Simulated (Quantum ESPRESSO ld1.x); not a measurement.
The numbers below are computed, except where a source is named.
Task: These are the eigenvalues of the occupied orbitals of an atom or ion with whole-number occupations (eV). Code: ld1.x of Quantum ESPRESSO 7.5. Model: scalar-relativistic Kohn-Sham, LDA (Slater exchange, Perdew-Wang correlation), spin-polarised, spherical densities, point nucleus.

| orbital | eigenvalue |
|---|---|
| 1s up | -999.014 |
| 1s down | -998.175 |
| 2s up | -159.700 |
| 2s down | -158.541 |
| 3p up | -47.0210 |

Which element is it, and in what charge state? The configuration may be excited. Open shells, if any, are filled with parallel spins first.

Result: Z = 10, neon, charge +4: Ne4+ in [He] 2s2 3p2. The list shows which subshells hold electrons but not how many an open one holds; the 1s level, -36.713 hartree, gives Z - s = 8.6 by -(Z - s)^2/2, which with screening and relativity narrows Z to a few neighbours, and the depths of the outer levels then fix element, charge and occupations together.
